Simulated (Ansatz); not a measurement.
A structure relaxed at r2SCAN-D4/def2-SVP in Ansatz, charge 0, singlet:

Cartesian coordinates in Å:
```
Ba 0.5370 1.0559 2.3022
Ba 2.0978 0.1148 -1.5133
Ba -0.6944 -2.4729 0.3259
Ba -1.9404 1.3022 -1.1149
S 1.8985 -1.2733 1.0906
S -0.5259 -1.0331 -2.2520
S 0.6798 2.4190 -0.3186
S -2.0524 -0.1126 1.4799
```

**Question.** Give its formula and point group.

**Answer.** the cluster Ba₄S₄ (the lowest singlet isomer of a short search). Point group Td (tolerance 0.1 Å).

**Question.** Summarise the bond lengths by kind (pairs closer than 1.2 times the sum of covalent radii, bridged metal pairs left out).

**Answer.** 12 × Ba–S 2.96 Å.

In the def2 sets Ba takes a core potential; there is no spin–orbit coupling. The structure comes from a short search, and lower isomers may exist.
